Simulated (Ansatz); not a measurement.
Reaction (formal hydrolysis of the Nb–F bond): `[NH2][Nb](=[O])([F])[Cl]` + H₂O → `[NH2][Nb](=[O])([OH])[Cl]` + H–F

Computed with Ansatz on PBE0-D4/def2-TZVP structures; ΔE is electronic, products minus reactants. CBS: MP2 limit from def2 TZ/QZ plus the TZ coupled-cluster correction, frozen cores. This one scheme is used for every species. DFT in def2-TZVPP. def2 core potentials past Kr. For Nb outer-core shells are correlated without core-valence functions, which leaves a few kJ/mol of doubt a bond. Each species was taken in one conformer, which may not be the lowest.

`[NH2][Nb](=[O])([F])[Cl]`:

Cartesian coordinates in Å:
```
N -0.489 0.028 1.110
Nb 0.275 0.085 -0.677
O -0.968 0.704 -1.630
F 1.766 1.217 -0.718
Cl 0.839 -2.044 -1.360
H 0.009 -0.290 1.931
H -1.433 0.299 1.344
```

H₂O:

Cartesian coordinates in Å:
```
O 0.002 0.254 0.295
H -0.374 0.377 -0.579
H 0.373 -0.631 0.284
```

`[NH2][Nb](=[O])([OH])[Cl]`:

```xyz
8

N    -0.395    0.405   -1.305
Nb    0.296    0.258    0.516
O    -0.121    1.713    1.265
O    -0.507   -1.162    1.479
Cl    2.595   -0.030    0.432
H    -0.310   -0.306   -2.019
H    -0.888    1.210   -1.666
H    -0.669   -2.088    1.297
```

H–F:

```xyz
2

F    -0.099    0.148    0.424
H     0.099   -0.148   -0.424
```

Task: Is it downhill or uphill in electronic energy at CCSD(T)/CBS, and by how much? (Best estimate.)

Result: Computed: Uphill: ΔE = +41.1 kJ/mol.

Task: What do these levels give: r2SCAN-D4, PBE, HF/def2-TZVPP, MP2/def2-TZVPP, HF/CBS(def2), MP2/CBS(def2)? (Estimate.)

Result: The calculation gave: r2SCAN-D4 49.2, PBE 49.5, HF/def2-TZVPP 48.0, MP2/def2-TZVPP 38.7, HF/CBS(def2) 49.3, MP2/CBS(def2) 38.3 kJ/mol.

Largest T1 diagnostic among the species: 0.022, so the coupled-cluster value is less sure than usual.

From BLYP to BHLYP (50 % exact exchange), in def2-TZVPP and without D4, ΔE moves by −4.4 kJ/mol. In def2-TZVPP, CCSD(T) changes the Hartree–Fock value by −6.5 kJ/mol (the triples alone add −0.8 kJ/mol) and MP2 by −9.3 kJ/mol. The D4 term adds −3.4 kJ/mol with B3LYP and −1.9 kJ/mol with PBE0; it sums over pairs of atoms, weighted by their polarisabilities, and B3LYP, whose exchange is more repulsive, gets the larger term.

B3LYP here is the variant with VWN-RPA as its local correlation; programs differ in this.
